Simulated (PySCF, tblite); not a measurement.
Isomers of C5H10N2OSi, one GFN2-xTB conformer each. Single-point energies are computed at PBE0/pcSseg-1 (PySCF, gas phase, no added dispersion term), electronic only.

```json
{"SMILES": "N[SiH](N)Cc1ccco1", "GFN2-xTB relative energy (kcal/mol)": "0.0"}
{"SMILES": "CO/C(C#N)=C/[Si@@H](C)N", "GFN2-xTB relative energy (kcal/mol)": "51.4"}
```

Conformers: `[NH2:1][SiH:2]([NH2:3])[CH2:4][c:5]1[cH:6][cH:7][cH:8][o:9]1` with H–N1–Si2–N3 176° and -51°, N1–Si2–N3–H -167° and -34°, N1–Si2–C4–C5 173°, Si2–C4–C5–C6 108°; `[CH3:1][O:2]/[C:3]([C:4]#[N:5])=[CH:6]/[Si@@H:7]([CH3:8])[NH2:9]` with C1–O2–C3–C4 0°, C3–C6–Si7–C8 -174°, C6–Si7–N9–H 58° and -164°.

Q: What does PBE0/pcSseg-1 give for the same structures?

A: 
| SMILES | PBE0/pcSseg-1 E (Eh) | PBE0/pcSseg-1 (kcal/mol) | GFN2-xTB (kcal/mol) | point group |
| --- | --- | --- | --- | --- |
| N[SiH](N)Cc1ccco1 | -670.20013 | 0.0 | 0.0 | C1 |
| CO/C(C#N)=C/[Si@@H](C)N | -670.13793 | 39.0 | 51.4 | C1 |

Both levels put the same isomer lowest. As drawn, the lower has an aromatic ring, which the higher lacks; the higher has a C≡N group and a C=C bond outside aromatic rings, which the lower lacks.

Q: Which frontier levels, dipoles and rotational constants go with these structures?

A: 
| SMILES | HOMO (eV, PBE0/pcSseg-1) | LUMO (eV) | dipole (D) | A, B, C (MHz) |
| --- | --- | --- | --- | --- |
| N[SiH](N)Cc1ccco1 | -6.04 | 0.49 | 0.87 | 3379, 789.8, 698.0 |
| CO/C(C#N)=C/[Si@@H](C)N | -7.16 | -1.50 | 1.34 | 2608, 781.9, 641.6 |

Q: What happens when harmonic zero-point energies from GFN2-xTB frequencies are added?

A: 
```tsv
SMILES	ZPE (kcal/mol)	electronic (kcal/mol)	with ZPE (kcal/mol)
N[SiH](N)Cc1ccco1	91.5	0.0	0.0
CO/C(C#N)=C/[Si@@H](C)N	89.3	39.0	36.9
```

The zero-point energies span 2.2 kcal/mol. The order is unchanged.
